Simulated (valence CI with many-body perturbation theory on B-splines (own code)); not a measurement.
Energy levels of Re LXIII

Computed by relativistic CI+MBPT: three valence electrons over a frozen Dirac-Fock core [Ne], a basis of 11 s, 11 p, 10 d, 8 f, 5 g, 2 h functions for each j, with the one-electron correlation potential Σ1 (screened to all orders), the two-electron term Σ2, the three-electron term Σ3, Breit, model QED; selected single and double excitations, second order for the rest, scaled by the run's own slope (own B-spline code, finite nucleus).

No measured spectrum was set against this ion. As an estimate, large intervals hold to a few tenths of a per cent, small ones and those within an open d or f shell to about a per cent.

Levels 1 to 45 of 157, with energies above the lowest level, (3s^2 3p1/2) J=1/2. "Leading %" is the weight of the configuration and term that name the level; weights of strongly mixed levels are sums over their largest components and can fall short. In the jj column 3d3/2^4 stands for four electrons in 3d with j = 3/2.

```
No.  Configuration  Term    J  E (Ry)  Leading %      g                Leading jj  Second component
  1          3s²3p   ²P°  1/2   0.000        100  0.646        3s^2 3p1/2 (100 %)                  
  2          3s3p²    ⁴P  1/2  12.584         52  2.100         3s 3p1/2^2 (99 %)     31 % 3s3p² ²S
  3          3s²3p   ²P°  3/2  28.489         99  1.320         3s^2 3p3/2 (99 %)                  
  4          3s3p²    ⁴P  3/2  38.796         89  1.625     3s 3p1/2 3p3/2 (99 %)      8 % 3s3p² ²D
  5          3s3p²    ²D  5/2  40.159         62  1.334     3s 3p1/2 3p3/2 (98 %)     37 % 3s3p² ⁴P
  6          3s3p²    ²D  3/2  41.723         49  0.968     3s 3p1/2 3p3/2 (80 %)     29 % 3s3p² ²P
  7          3s3p²    ²P  1/2  42.482         69  1.265     3s 3p1/2 3p3/2 (99 %)     30 % 3s3p² ⁴P
  8          3s²3d    ²D  3/2  45.986         80  0.827         3s^2 3d3/2 (80 %)     12 % 3s3p² ²D
  9          3s²3d    ²D  5/2  51.740         97  1.194         3s^2 3d5/2 (97 %)                  
 10            3p³   ²P°  3/2  54.026         26  1.030      3p1/2^2 3p3/2 (54 %)   24 % 3s3p3d ⁴F°
 11         3s3p3d   ⁴F°  3/2  55.011         54  0.753     3s 3p1/2 3d3/2 (67 %)      15 % 3p³ ²P°
 12         3s3p3d   ⁴F°  5/2  55.907         42  1.018     3s 3p1/2 3d3/2 (98 %)   31 % 3s3p3d ²F°
 13         3s3p3d   ⁴D°  1/2  57.894         57  0.399     3s 3p1/2 3d3/2 (99 %)   36 % 3s3p3d ²P°
 14         3s3p3d   ⁴D°  3/2  58.413         32  1.279     3s 3p1/2 3d3/2 (85 %)   21 % 3s3p3d ²P°
 15         3s3p3d   ⁴P°  5/2  62.337         38  1.349    3s 3p1/2 3d5/2 (100 %)   31 % 3s3p3d ⁴D°
 16         3s3p3d   ⁴F°  7/2  63.408         42  1.235     3s 3p1/2 3d5/2 (99 %)   34 % 3s3p3d ²F°
 17         3s3p3d   ²F°  5/2  64.172         51  1.034     3s 3p1/2 3d5/2 (98 %)   21 % 3s3p3d ²D°
 18         3s3p3d   ²D°  3/2  64.529         37  1.109     3s 3p1/2 3d5/2 (92 %)   36 % 3s3p3d ²P°
 19          3s3p²    ⁴P  5/2  68.179         61  1.430         3s 3p3/2^2 (99 %)     38 % 3s3p² ²D
 20          3p²3d    ²D  3/2  69.963         41  0.777      3p1/2^2 3d3/2 (98 %)     34 % 3p²3d ⁴F
 21          3s3p²    ²S  1/2  70.976         68  1.925         3s 3p3/2^2 (99 %)     18 % 3s3p² ⁴P
 22          3s3p²    ²P  3/2  71.502         60  1.187         3s 3p3/2^2 (98 %)     30 % 3s3p² ²D
 23          3p²3d    ²D  5/2  77.515         34  1.190      3p1/2^2 3d5/2 (98 %)     20 % 3p²3d ⁴D
 24            3p³   ²D°  5/2  82.020         68  1.173      3p1/2 3p3/2^2 (68 %)   14 % 3s3p3d ²D°
 25            3p³   ⁴S°  3/2  82.392         49  1.421      3p1/2 3p3/2^2 (92 %)      43 % 3p³ ²D°
 26            3p³   ²P°  1/2  83.666         80  0.758      3p1/2 3p3/2^2 (80 %)   14 % 3s3p3d ²P°
 27         3s3p3d   ⁴D°  3/2  84.422         43  1.282     3s 3p3/2 3d3/2 (97 %)   34 % 3s3p3d ⁴P°
 28         3s3p3d   ⁴P°  1/2  84.558         78  2.112     3s 3p3/2 3d3/2 (94 %)   16 % 3s3p3d ⁴D°
 29         3s3p3d   ⁴D°  5/2  84.751         39  1.214     3s 3p3/2 3d3/2 (78 %)   22 % 3s3p3d ⁴F°
 30         3s3p3d   ⁴F°  7/2  84.947         42  1.225     3s 3p3/2 3d3/2 (95 %)   38 % 3s3p3d ²F°
 31         3s3p3d   ²D°  3/2  87.048         61  0.984     3s 3p3/2 3d3/2 (90 %)   20 % 3s3p3d ⁴P°
 32         3s3p3d   ²F°  5/2  88.000         65  0.962     3s 3p3/2 3d3/2 (90 %)       8 % 3p³ ²D°
 33         3s3p3d   ²P°  1/2  88.418         64  0.609     3s 3p3/2 3d3/2 (85 %)   20 % 3s3p3d ⁴D°
 34         3s3p3d   ⁴F°  9/2  89.311        100  1.320    3s 3p3/2 3d5/2 (100 %)                  
 35         3s3p3d   ²D°  5/2  91.007         46  1.339     3s 3p3/2 3d5/2 (97 %)   38 % 3s3p3d ⁴P°
 36         3s3p3d   ²F°  7/2  91.655         56  1.242     3s 3p3/2 3d5/2 (95 %)   37 % 3s3p3d ⁴D°
 37         3s3p3d   ²D°  3/2  91.912         41  1.145     3s 3p3/2 3d5/2 (91 %)   41 % 3s3p3d ²P°
 38         3s3p3d   ²F°  7/2  93.105         71  1.195     3s 3p3/2 3d5/2 (99 %)   20 % 3s3p3d ⁴D°
 39         3s3p3d   ²P°  1/2  93.792         83  0.715     3s 3p3/2 3d5/2 (94 %)    7 % 3s3p3d ⁴D°
 40         3s3p3d   ²P°  3/2  94.603         75  1.299     3s 3p3/2 3d5/2 (99 %)    8 % 3s3p3d ⁴P°
 41         3s3p3d   ²D°  5/2  94.772         62  1.113     3s 3p3/2 3d5/2 (95 %)   22 % 3s3p3d ²F°
 42          3p²3d    ²F  5/2  96.484         48  0.942  3p1/2 3p3/2 3d3/2 (91 %)     36 % 3p²3d ⁴F
 43          3p²3d    ⁴F  3/2  97.078         41  0.901  3p1/2 3p3/2 3d3/2 (98 %)     24 % 3p²3d ⁴D
 44          3p²3d    ⁴D  1/2  97.287         81  0.168  3p1/2 3p3/2 3d3/2 (99 %)     16 % 3p²3d ²P
 45          3p²3d    ²G  7/2  97.623         52  1.018  3p1/2 3p3/2 3d3/2 (96 %)     26 % 3p²3d ²F
```

The ionisation energy to 3s² ¹S0 of the next ion comes out as 6953.5 eV (NIST: 6952 ± 15 eV (theoretical)). All 157 levels together are meant to be complete up to 249.265 Ry.
